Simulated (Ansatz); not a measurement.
Nudged elastic band run: C₂H₆FNSi

Input:

```yaml
crystal:
  periodic: [false, false, false]
  atoms:
    - { symbol: "N", position_ang: [0.718001, 0.932102, 1.564669] }
    - { symbol: C, position_ang: [-0.45503, 1.019482, 1.033274] }
    - { symbol: Si, position_ang: [-0.777902, -0.058845, -0.501585] }
    - { symbol: C, position_ang: [0.803923, -1.060492, -0.875186] }
    - { symbol: F, position_ang: [0.57051, -1.853479, -2.013847] }
    - { symbol: H, position_ang: [0.795398, 1.556605, 2.391485] }
    - { symbol: H, position_ang: [-1.255658, 1.683914, 1.430673] }
    - { symbol: H, position_ang: [-1.936721, -0.97954, -0.248632] }
    - { symbol: H, position_ang: [-1.138425, 0.809917, -1.671802] }
    - { symbol: H, position_ang: [1.665914, -0.393284, -1.064047] }
    - { symbol: H, position_ang: [1.075391, -1.71338, -0.024402] }
basis:
  gaussian: { orbitals: "6-31G*" }
hamiltonian:
  xc: pbe
  dispersion: d4
neb:
  order_check: false
  images: 7
  f_tol: 0.03
  max_iterations: 60
  initial_path: idpp
  final_atoms:
    - { symbol: "N", position_ang: [0.66602946, 0.93061645, 1.60301634] }
    - { symbol: C, position_ang: [-0.37777455, 1.140138, 0.87594479] }
    - { symbol: Si, position_ang: [-0.84773475, -0.23125785, -0.36104644] }
    - { symbol: C, position_ang: [0.74937146, -1.13443258, -0.89093803] }
    - { symbol: F, position_ang: [1.46452471, -0.29178717, -1.76039609] }
    - { symbol: H, position_ang: [0.82717529, 1.72579099, 2.25141321] }
    - { symbol: H, position_ang: [-0.99923821, 2.0600716, 0.95397743] }
    - { symbol: H, position_ang: [-1.79917453, -1.18511809, 0.31200185] }
    - { symbol: H, position_ang: [-1.53386822, 0.36385994, -1.55574699] }
    - { symbol: H, position_ang: [1.37306759, -1.34278915, -0.00146161] }
    - { symbol: H, position_ang: [0.54302275, -2.09209214, -1.40616446] }
```

Run as:

```bash
$ ansatz run input.yaml --threads 1 --pin off --max-ram 2048MiB --backend cpu --events-out ev --progress --plain --runs-dir out
```

Output, in part (warnings, iteration lines, the closing report on the highest movable image, with atoms numbered from 0):

```
NEB end point (image 0): max|allowed force component| = 9.831e-3 eV/Å (the criterion of neb.relax_end_points is 1.000e-2)
NEB end point (image 8): max|allowed force component| = 1.372e-2 eV/Å (the criterion of neb.relax_end_points is 1.000e-2)
NEB iter   1: max|band force component| = 1.057e0 eV/Å  barrier→ = 0.1446 eV  barrier← = 0.1238 eV  Δτ_max = 0.0789 Å  (248 SCF iters)
NEB iter   2: max|band force component| = 4.240e-1 eV/Å  barrier→ = 0.0666 eV  barrier← = 0.0458 eV  CI = image 4  Δτ_max = 0.0789 Å  (219 SCF iters)
NEB iter   3: max|band force component| = 3.122e-1 eV/Å  barrier→ = 0.0730 eV  barrier← = 0.0522 eV  CI = image 4  Δτ_max = 0.0388 Å  (216 SCF iters)
NEB iter   4: max|band force component| = 1.080e-1 eV/Å  barrier→ = 0.0581 eV  barrier← = 0.0372 eV  CI = image 4  Δτ_max = 0.0354 Å  (216 SCF iters)
NEB iter   5: max|band force component| = 6.678e-2 eV/Å  barrier→ = 0.0573 eV  barrier← = 0.0365 eV  CI = image 4  Δτ_max = 0.0235 Å  (219 SCF iters)
NEB iter   6: max|band force component| = 2.493e-2 eV/Å  barrier→ = 0.0568 eV  barrier← = 0.0360 eV  CI = image 4  Δτ_max = 0.0000 Å  (424 SCF iters)
Total energy: -14243.04655594 eV, -523.4223066472 hartree
Atom 0 at     0.815364     1.188398     1.321571 Å, force    -0.008000     0.009736    -0.006473 eV/Å
Atom 1 at    -0.379207     1.186596     0.835220 Å, force     0.005885    -0.010521     0.010488 eV/Å
Atom 2 at    -0.850089    -0.234886    -0.345411 Å, force     0.009488    -0.004962    -0.006188 eV/Å
Atom 3 at     0.749869    -1.207491    -0.770585 Å, force    -0.014086     0.006631     0.024850 eV/Å
Atom 4 at     0.949088    -1.245274    -2.159144 Å, force     0.002444     0.000986    -0.022263 eV/Å
Atom 5 at     0.951666     1.995485     1.960374 Å, force     0.002749     0.001696    -0.004256 eV/Å
Atom 6 at    -1.135193     1.963714     1.088778 Å, force    -0.000735    -0.002988     0.003737 eV/Å
Atom 7 at    -1.874163    -1.089351     0.351642 Å, force    -0.001913     0.001568    -0.003109 eV/Å
Atom 8 at    -1.482596     0.323344    -1.585755 Å, force     0.002602     0.002995    -0.001125 eV/Å
Atom 9 at     1.603225    -0.692686    -0.288909 Å, force     0.002982     0.001462     0.000331 eV/Å
Atom 10 at     0.717437    -2.244850    -0.387180 Å, force    -0.001415    -0.006602     0.004010 eV/Å
Dipole moment:    -0.224236     0.246887     0.388846 e Å
```

It converged. A vibrational analysis at the climbing image gives one clearly imaginary mode, 74i cm⁻¹: a first-order saddle point.

Final band (atoms are numbered from 1 in the order of the input):

```json
{"image": "0", "path coordinate (Å)": "0.00", "energy (eV)": "0.000", "dihedral H8–Si3–C4–F5 (°)": "60"}
{"image": "1", "path coordinate (Å)": "0.44", "energy (eV)": "0.008", "dihedral H8–Si3–C4–F5 (°)": "73"}
{"image": "2", "path coordinate (Å)": "0.87", "energy (eV)": "0.028", "dihedral H8–Si3–C4–F5 (°)": "88"}
{"image": "3", "path coordinate (Å)": "1.31", "energy (eV)": "0.048", "dihedral H8–Si3–C4–F5 (°)": "103"}
{"image": "4", "path coordinate (Å)": "1.74", "energy (eV)": "0.057", "dihedral H8–Si3–C4–F5 (°)": "118"}
{"image": "5", "path coordinate (Å)": "2.13", "energy (eV)": "0.052", "dihedral H8–Si3–C4–F5 (°)": "131"}
{"image": "6", "path coordinate (Å)": "2.52", "energy (eV)": "0.040", "dihedral H8–Si3–C4–F5 (°)": "144"}
{"image": "7", "path coordinate (Å)": "2.92", "energy (eV)": "0.026", "dihedral H8–Si3–C4–F5 (°)": "156"}
{"image": "8", "path coordinate (Å)": "3.31", "energy (eV)": "0.021", "dihedral H8–Si3–C4–F5 (°)": "167"}
```

Run time: 2.3 min on 1 thread of Intel(R) Xeon(R) Processor @ 2.70GHz, with other jobs on the host, peak memory 0.14 GiB.
